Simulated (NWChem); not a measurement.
System: C$_{2}$H$_{5}$Se, doublet; SMILES CC[Se]

Output (shortened):

```
             Northwest Computational Chemistry Package (NWChem) 7.3.0
             --------------------------------------------------------

 CS  symmetry detected

                             Geometry "geometry" -> ""
                             -------------------------

 Output coordinates in angstroms (scale by  1.889725989 to convert to a.u.)

  No.       Tag          Charge          X              Y              Z
 ---- ---------------- ---------- -------------- -------------- --------------
    1 C                    6.0000     0.42143844     2.07004998     0.00000000
    2 C                    6.0000    -0.66655669     1.01557394     0.00000000
    3 Se                  34.0000     0.05856587    -0.81520259     0.00000000
    4 H                    1.0000     1.05019918     1.97480510    -0.88268805
    5 H                    1.0000    -0.02830908     3.06150421     0.00000000
    6 H                    1.0000     1.05019918     1.97480510     0.88268805
    7 H                    1.0000    -1.29630961     1.09601514    -0.88678269
    8 H                    1.0000    -1.29630961     1.09601514     0.88678269

 Effective nuclear repulsion energy (a.u.)     159.4933456537

      Symmetry information
      --------------------

 Group name             Cs
 Group number              2
 Group order               2
 No. of unique centers     6

                                Z-matrix (autoz)
                                --------

 Units are Angstrom for bonds and degrees for angles

      Type          Name      I     J     K     L     M      Value
      ----------- --------  ----- ----- ----- ----- ----- ----------
    1 Stretch                  1     2                       1.51514
    2 Stretch                  1     4                       1.08791
    3 Stretch                  1     5                       1.08869
    4 Stretch                  1     6                       1.08791
    5 Stretch                  2     3                       1.96915
    6 Stretch                  2     7                       1.09062
    7 Stretch                  2     8                       1.09062
    8 Bend                     1     2     3               112.49646
    9 Bend                     1     2     7               111.30353
   10 Bend                     1     2     8               111.30353
   11 Bend                     2     1     4               110.73750
   12 Bend                     2     1     5               109.70349
   13 Bend                     2     1     6               110.73750
   14 Bend                     3     2     7               106.33231
   15 Bend                     3     2     8               106.33231
   16 Bend                     4     1     5               108.57134
   17 Bend                     4     1     6               108.45818
   18 Bend                     5     1     6               108.57134
   19 Bend                     7     2     8               108.80037
   20 Torsion                  3     2     1     4          60.17728
   21 Torsion                  3     2     1     5         180.00000
   22 Torsion                  3     2     1     6         -60.17728
   23 Torsion                  4     1     2     7         -59.04435
   24 Torsion                  4     1     2     8         179.39890
   25 Torsion                  5     1     2     7          60.77837
   26 Torsion                  5     1     2     8         -60.77837
   27 Torsion                  6     1     2     7        -179.39890
   28 Torsion                  6     1     2     8          59.04435

  xc_inp: hfexch multiplicative factor not found.

                              NWChem Analytic Hessian
                              -----------------------

 Summary of "ao basis" -> "ao basis" (spherical)
 ------------------------------------------------------------------------------
       Tag                 Description            Shells   Functions and Types
 ---------------- ------------------------------  ------  ---------------------
 C                           6-31g*                  6       14   3s2p1d
 Se                          6-31g*                 12       32   5s4p3d
 H                           6-31g*                  2        2   2s

  ncent_ecp
  NO ECPs here                  566
  HESS GRID fine

                                 NWChem DFT Module
                                 -----------------

            General Information
            -------------------
          SCF calculation type: DFT
          Wavefunction type:  spin polarized.
          No. of atoms     :     8
          No. of electrons :    51
           Alpha electrons :    26
            Beta electrons :    25
          Charge           :     0
          Spin multiplicity:     2
          Use of symmetry is: off; symmetry adaption is: off
          Maximum number of iterations: 150
          AO basis - number of functions:    70
                     number of shells:    34
          Convergence on energy requested:  1.00D-07
          Convergence on density requested:  1.00D-05
          Convergence on gradient requested:  1.00D-06

              XC Information
              --------------
                     Hartree-Fock (Exact) Exchange  1.000

      Superposition of Atomic Density Guess
      -------------------------------------

 Sum of atomic energies:       -2477.31701426

      Non-variational initial energy
      ------------------------------

 Total energy =   -2478.695771
 1-e energy   =   -3763.092572
 2-e energy   =    1124.903455
 HOMO         =      -0.251098
 LUMO         =       0.064061

   convergence    iter        energy       DeltaE   RMS-Dens  Diis-err
 ---------------- ----- ----------------- --------- --------- ---------
 d= 0,ls=0.0,diis     1  -2478.1262346508 -2.64D+03  2.55D-03  4.19D-02
                                                     2.74D-03  4.81D-02
 d= 0,ls=0.0,diis     2  -2478.1640710308 -3.78D-02  1.30D-03  6.88D-03
                                                     1.16D-03  6.46D-03
 d= 0,ls=0.0,diis     3  -2478.1690724224 -5.00D-03  4.12D-04  9.65D-04
                                                     4.94D-04  1.49D-03
 d= 0,ls=0.0,diis     4  -2478.1701707279 -1.10D-03  1.37D-04  4.35D-05
                                                     1.57D-04  6.66D-05
 d= 0,ls=0.0,diis     5  -2478.1702526336 -8.19D-05  6.76D-05  9.75D-06
                                                     7.71D-05  1.05D-05
  Resetting Diis
 d= 0,ls=0.0,diis     6  -2478.1702683368 -1.57D-05  3.66D-05  1.69D-06
                                                     2.70D-05  1.35D-06
 d= 0,ls=0.0,diis     7  -2478.1702714448 -3.11D-06  1.34D-05  4.69D-07
                                                     1.41D-05  5.01D-07
 d= 0,ls=0.0,diis     8  -2478.1702723551 -9.10D-07  1.77D-05  2.98D-07
                                                     1.51D-05  2.59D-07
 d= 0,ls=0.0,diis     9  -2478.1702731466 -7.92D-07  2.68D-05  1.22D-07
                                                     2.62D-05  1.49D-07
 d= 0,ls=0.0,diis    10  -2478.1702737537 -6.07D-07  4.78D-06  8.90D-09
                                                     5.07D-06  7.62D-09
 d= 0,ls=0.0,diis    11  -2478.1702737814 -2.77D-08  1.53D-06  1.02D-09
                                                     1.88D-06  1.78D-09

         Total DFT energy =    -2478.170273781398
      One electron energy =    -3765.889768762493
           Coulomb energy =     1225.873728709965
    Exchange-Corr. energy =      -97.647579382523
 Nuclear repulsion energy =      159.493345653653

 Numeric. integr. density =        0.000000000000

                    DFT Final Alpha Molecular Orbital Analysis
                    ------------------------------------------

[...]

      ----------------------
      Optimization converged
      ----------------------

  Step       Energy      Delta E   Gmax     Grms     Xrms     Xmax
  ---- ---------------- -------- -------- -------- -------- --------
@    3   -2478.17070648 -1.6D-08  0.00001  0.00000  0.00003  0.00009
                                     ok       ok       ok       ok

                                Z-matrix (autoz)
                                --------

 Units are Angstrom for bonds and degrees for angles

      Type          Name      I     J     K     L     M      Value     Gradient
      ----------- --------  ----- ----- ----- ----- ----- ---------- ----------
    1 Stretch                  1     2                       1.52299   -0.00000
    2 Stretch                  1     4                       1.08376    0.00000
    3 Stretch                  1     5                       1.08709   -0.00000
    4 Stretch                  1     6                       1.08376    0.00000
    5 Stretch                  2     3                       1.96529    0.00000
    6 Stretch                  2     7                       1.08290   -0.00000
    7 Stretch                  2     8                       1.08290   -0.00000
    8 Bend                     1     2     3               114.42305   -0.00001
    9 Bend                     1     2     7               111.56591    0.00000
   10 Bend                     1     2     8               111.56591    0.00000
   11 Bend                     2     1     4               111.21701   -0.00000
   12 Bend                     2     1     5               109.98371    0.00000
   13 Bend                     2     1     6               111.21701   -0.00000
   14 Bend                     3     2     7               105.88415    0.00000
   15 Bend                     3     2     8               105.88415    0.00000
   16 Bend                     4     1     5               108.17579   -0.00000
   17 Bend                     4     1     6               107.95966    0.00000
   18 Bend                     5     1     6               108.17579   -0.00000
   19 Bend                     7     2     8               107.01713   -0.00000
   20 Torsion                  3     2     1     4          60.18329   -0.00000
   21 Torsion                  3     2     1     5         180.00000    0.00000
   22 Torsion                  3     2     1     6         -60.18329    0.00000
   23 Torsion                  4     1     2     7         -59.99537    0.00000
   24 Torsion                  4     1     2     8        -179.63805   -0.00000
   25 Torsion                  5     1     2     7          59.82134    0.00000
   26 Torsion                  5     1     2     8         -59.82134   -0.00000
   27 Torsion                  6     1     2     7         179.63805    0.00000
   28 Torsion                  6     1     2     8          59.99537   -0.00000

                         Geometry "geometry" -> "geometry"
                         ---------------------------------

 Output coordinates in angstroms (scale by  1.889725989 to convert to a.u.)

  No.       Tag          Charge          X              Y              Z
 ---- ---------------- ---------- -------------- -------------- --------------
    1 C                    6.0000     0.42612994     2.07728525     0.00000000
    2 C                    6.0000    -0.65614105     1.00575111     0.00000000
    3 Se                  34.0000     0.02541015    -0.83757859     0.00000000
    4 H                    1.0000     1.05828235     1.99625705    -0.87655250
    5 H                    1.0000    -0.02865761     3.06467166     0.00000000
    6 H                    1.0000     1.05828235     1.99625705     0.87655250
    7 H                    1.0000    -1.29519423     1.08546125    -0.87059513
    8 H                    1.0000    -1.29519423     1.08546125     0.87059513

 Effective nuclear repulsion energy (a.u.)     159.0196073245

      Symmetry information
      --------------------

 Group name             Cs
 Group number              2
 Group order               2
 No. of unique centers     6

                Final and change from initial internal coordinates
                --------------------------------------------------

                                Z-matrix (autoz)
                                --------

 Units are Angstrom for bonds and degrees for angles

      Type          Name      I     J     K     L     M      Value       Change
      ----------- --------  ----- ----- ----- ----- ----- ---------- ----------
    1 Stretch                  1     2                       1.52299    0.00785
    2 Stretch                  1     4                       1.08376   -0.00416
    3 Stretch                  1     5                       1.08709   -0.00160
    4 Stretch                  1     6                       1.08376   -0.00416
    5 Stretch                  2     3                       1.96529   -0.00386
    6 Stretch                  2     7                       1.08290   -0.00771
    7 Stretch                  2     8                       1.08290   -0.00771
    8 Bend                     1     2     3               114.42305    1.92659
    9 Bend                     1     2     7               111.56591    0.26237
   10 Bend                     1     2     8               111.56591    0.26237
   11 Bend                     2     1     4               111.21701    0.47952
   12 Bend                     2     1     5               109.98371    0.28022
   13 Bend                     2     1     6               111.21701    0.47952
   14 Bend                     3     2     7               105.88415   -0.44817
   15 Bend                     3     2     8               105.88415   -0.44817
   16 Bend                     4     1     5               108.17579   -0.39555
   17 Bend                     4     1     6               107.95966   -0.49852
   18 Bend                     5     1     6               108.17579   -0.39555
   19 Bend                     7     2     8               107.01713   -1.78325
   20 Torsion                  3     2     1     4          60.18329    0.00601
   21 Torsion                  3     2     1     5         180.00000    0.00000
   22 Torsion                  3     2     1     6         -60.18329   -0.00601
   23 Torsion                  4     1     2     7         -59.99537   -0.95102
   24 Torsion                  4     1     2     8        -179.63805    0.96305
   25 Torsion                  5     1     2     7          59.82134   -0.95703
   26 Torsion                  5     1     2     8         -59.82134    0.95703
   27 Torsion                  6     1     2     7         179.63805   -0.96305
   28 Torsion                  6     1     2     8          59.99537    0.95102

 ==============================================================================
                                internuclear distances
 ------------------------------------------------------------------------------
       center one      |      center two      | atomic units |  angstroms
 ------------------------------------------------------------------------------
    2 C                |   1 C                |     2.87803  |     1.52299
    3 Se               |   2 C                |     3.71387  |     1.96529
    4 H                |   1 C                |     2.04800  |     1.08376
    5 H                |   1 C                |     2.05430  |     1.08709
    6 H                |   1 C                |     2.04800  |     1.08376
    7 H                |   2 C                |     2.04639  |     1.08290
    8 H                |   2 C                |     2.04639  |     1.08290
 ------------------------------------------------------------------------------
                         number of included internuclear distances:          7
 ==============================================================================
```

Level: UHF/6-31G* (spherical d). In the optimisation the excess spin sits in a" (Cs, its own frame). No stability test was run on the SCF state.

### Question
Which NWChem input produces such a log?

### Answer
Several could match; the one computed here: the input that was run:
```
start job
memory heap 200 mb stack 900 mb global 1100 mb
geometry units angstroms
  C     -2.203184    -0.535087     0.180104
  C     -0.792219    -1.085152     0.227637
  Se     0.568985     0.304784    -0.076907
  H     -2.410718    -0.090448    -0.791818
  H     -2.916611    -1.339126     0.352725
  H     -2.346284     0.225018     0.943948
  H     -0.635482    -1.841264    -0.543681
  H     -0.570749    -1.524335     1.200137
end
basis spherical
  * library 6-31g*
end
dft
  odft
  mult 2
  xc hfexch
  iterations 150
end
task dft hessian
driver
  maxiter 150
  inhess 2
end
task dft optimize
```
